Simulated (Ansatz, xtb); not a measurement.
Two isomers of C3H6GeO3S

Structure a: `O=C1O[C@@H](S)[C@H]([GeH3])O1`, a singlet. Structure b: `O=C1O[C@@H](S)[C@@H]([GeH3])O1`, a singlet. Both are isolated molecules in the gas phase, relaxed with B3LYP/def2-SVP, each in the lowest conformer that the search found.

a (Å):

```xyz
14

C    -2.4919    1.7319    1.2202
C    -0.8494    0.2184    0.7114
C    -0.9069    1.3108   -0.3812
Ge    0.6382    2.5900   -0.3928
O    -3.3844    2.2531    1.8042
O    -1.6870    0.7565    1.7264
O    -2.1146    2.0140   -0.0529
S    -1.3594   -1.4624    0.1808
H     0.1519    0.0664    1.1383
H    -2.5146   -1.0746   -0.4108
H    -1.0229    0.8751   -1.3824
H     1.9192    1.7912   -0.7098
H     0.3858    3.6588   -1.4678
H     0.7384    3.2280    1.0047
```

b (Å):

```xyz
14

C    -0.7842    0.5169   -2.7409
C     0.3377   -1.1022   -1.5878
C    -0.1105    0.0049   -0.6166
Ge    1.1341    0.7597    0.7542
O    -1.2653    1.0998   -3.6558
O    -0.4204   -0.7989   -2.7517
O    -0.5185    1.0450   -1.5193
S     2.1470   -1.0768   -1.9244
H     0.0544   -2.1051   -1.2462
H     2.1405   -2.1860   -2.6984
H    -1.0101   -0.3520   -0.0827
H     1.5435   -0.3764    1.7092
H     2.3563    1.3869    0.0700
H     0.3288    1.8259    1.5167
```

Quicker runs give these differences E(b) − E(a): GFN2-xTB −0.048 eV; HF/STO-3G +0.010 eV (at GFN2-xTB geometries); r2SCAN-D4/def2-SVP +0.049 eV (at GFN2-xTB geometries).

Task: Estimate which is lower in electronic energy at CCSD(T)/def2-SVP + ΔMP2/def2-TZVPP, and by roughly how much.

Result: CCSD(T)/def2-SVP + ΔMP2/def2-TZVPP gives E(b) − E(a) = −0.012 eV, slightly favouring structure b, which is too small a margin to settle the true order.

The same difference at several levels:

```
                             level        geometry  E(b) − E(a) (eV)  departure from the last row (eV)  job, with rough time for the two
                          GFN2-xTB        GFN2-xTB              −0.048                            −0.036              optimisation, 0.93 s
                         HF/STO-3G        GFN2-xTB              +0.010                            +0.022               single point, 4.1 s
                r2SCAN-D4/def2-SVP        GFN2-xTB              +0.049                            +0.061                single point, 18 s
                    B3LYP/def2-SVP  B3LYP/def2-SVP              +0.003                            +0.015             optimisation, 6.8 min
                       HF/def2-SVP  B3LYP/def2-SVP              −0.027                            −0.014           part of the CCSD(T) run
                      MP2/def2-SVP  B3LYP/def2-SVP              −0.030                            −0.018           part of the CCSD(T) run
                  CCSD(T)/def2-SVP  B3LYP/def2-SVP              −0.026                            −0.014                      single point
CCSD(T)/def2-SVP + ΔMP2/def2-TZVPP  B3LYP/def2-SVP              −0.012                                               single point, 9.1 min
```

As drawn, both hold the same kinds of bond in the same numbers.

The largest departure from CCSD(T)/def2-SVP + ΔMP2/def2-TZVPP is that of r2SCAN-D4/def2-SVP, 0.061 eV. The last row adds to CCSD(T) the change of the MP2 difference between the two basis sets, here +0.014 eV.

With thermal terms from frequencies at re-optimised GFN2-xTB minima (ideal gas, soft modes damped towards free rotors, one conformer each, 298.15 K, 1 atm): the zero-point term adds +0.006 eV; ΔH is −0.006 and ΔG −0.003 eV.

The correlated steps freeze 20 core orbitals; the filled d shell of Ge is correlated, in a basis made for valence electrons. Run with Ansatz 0.2.0, xtb 6.7.1; the last row on 2 threads of Intel(R) Xeon(R) Processor @ 2.50GHz (Skylake/Cascade Lake) on a shared host.
